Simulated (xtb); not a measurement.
hydrogen bromide (BrH), SMILES Br. All values are semi-empirical tight-binding results from xtb (GFN2-xTB unless named), good for trends rather than for accurate numbers. Geometry: GFN2-xTB.

Optimised geometry:

Bonded distances (Å): Br1–H2 1.402.

Computed properties:
The point group as xtb finds it comes out as C∞v, the orbital gap is 7.07 eV and the static polarisability (D4 model) is 23.8 bohr³. The solvation energy, GFN2-xTB/ALPB(water) comes out as -3.7 kcal/mol. The solvation energy, GFN2-xTB/ALPB(ether) comes out as -5.1 kcal/mol.

Task: Give the atomic charges. (Estimate from the structure and the level; the computed values follow.)

Result: charges (e) Br1 -0.27, H2 0.27.
